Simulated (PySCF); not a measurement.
A structure optimised at PBE-D3(BJ)/def2-SVP, used in a PySCF frequency run:

```
Hf
Cl 1 2.2756
Cl 1 2.2756 2 106.06
Cl 1 2.2756 2 106.06 3 112.49
```
Charge +1, spin multiplicity 1.

Problem. Write its SMILES, formula and point group.

Solution. [Cl][Hf+]([Cl])[Cl], Cl3Hf, C3v

Problem. What are its rotational constants (standard atomic weights)?

Solution. 1.7687, 1.7687, 1.0782 GHz
